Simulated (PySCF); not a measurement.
## Which functional comes closest?

Molecule: (CH3)3CCF2CH3, C6H12F2.

Mapped SMILES: `[CH3:1][C:2]([CH3:3])([CH3:4])[C:5]([CH3:6])([F:7])[F:8]` (H(Xn): hydrogen on atom n).

Geometry PBE0-D3(BJ)/def2-SVP throughout; GIAO in PySCF, gas phase, one conformer, non-relativistic; equivalent atoms averaged; basis pcSseg-1.

Reference values (measured; G. Saielli, R. Bini, A. Bagno, Computational 19F NMR. 2. Organic compounds, RSC Adv. 2014, ESI (exp. from Berger-Braun-Kalinowski 1994 and Everett 1995)): δ(F7/F8) = -102.2 ppm vs CFCl3. Computed shifts are taken against CFCl3, calculated as an isolated molecule at each level.

Problem. How do the functionals HF, LDA, B3LYP, PBE0, B97-2, BHandHLYP, CAM-B3LYP, wB97X-D perform against the reference? Times are CPU seconds on shared hosts with different chips, so compare them loosely.

Solution. 
```
functional                    kind   F7/F8  abs. error F  core-s
        HF            Hartree–Fock   -96.4           5.8      15
       LDA                     LDA  -143.4          41.2      36
     B3LYP           global hybrid  -128.1          25.9      30
      PBE0           global hybrid  -125.6          23.4      28
     B97-2           global hybrid  -125.9          23.7      31
 BHandHLYP           global hybrid  -113.1          10.9      29
 CAM-B3LYP  range-separated hybrid  -116.7          14.5      34
   wB97X-D  range-separated hybrid  -119.1          16.9      41
```

For ¹⁹F the closest is HF (5.8 ppm) and the furthest LDA (41.2 ppm). One molecule is a small sample, and vibrational and solvent effects are absent from the calculation.
